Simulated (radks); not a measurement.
Q: Coherent X-ray form factor from a spherical all-electron density. Method: scalar-relativistic Kohn-Sham, PBE, spin-polarised, spherical densities, point nucleus; computed with a radial shooting solver on a logarithmic mesh with Libxc functionals.

| sin(theta)/lambda (1/angstrom) | f0 (electrons) |
|---|---|
| 0.05 | 47.989 |
| 0.1 | 45.561 |
| 0.15 | 42.620 |
| 0.2 | 39.624 |
| 0.25 | 36.737 |
| 0.3 | 34.021 |
| 0.4 | 29.242 |
| 0.5 | 25.447 |
| 0.6 | 22.574 |
| 0.8 | 18.726 |
| 1 | 16.022 |
| 1.25 | 13.074 |
| 1.5 | 10.500 |
| 2 | 7.099 |

The species is in the configuration that NIST lists as its ground one. Which atom or ion scatters so?

A: Neutral indium, [Kr] 4d10 5s2 5p1. Extrapolating in s^2 from the first two rows gives f0(0) = 48.8, near the electron count 49; among species with that count, the fall with angle is slower the higher Z, and the table is that of Z = 49; from so few rows the species is fixed only to a neighbour or two.
